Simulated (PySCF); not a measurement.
Isomers of CH7B3. Isolated molecules, 0 K electronic values unless said otherwise. One relaxed conformer stands for each flexible species; it need not be the lowest. Strings in code marks are SMILES.

The vertical ionisation energy (Delta-SCF) from two functionals at the same geometries (B3LYP-D3(BJ)/def2-TZVP), both in PySCF: PBE-D3(BJ)/def2-TZVP and B3LYP-D3(BJ)/def2-TZVP. B3LYP has the VWN-RPA correlation part, as in Gaussian. Delta-SCF ions had no search for a lower state. 

| species | PBE-D3(BJ)/def2-TZVP (eV) | B3LYP-D3(BJ)/def2-TZVP (eV) |
|---|---|---|
| `BBCB` | 9.97 | 10.31 |
| `BBBC` | 9.70 | 10.00 |
| `BB(B)C` | 9.48 | 9.76 |

Over these rows, drawn at random from the members with no instability flagged (it was tested for open shells, ions and some series alone), PBE minus B3LYP-D3(BJ): mean -0.31 eV, from -0.34 eV to -0.28 eV.
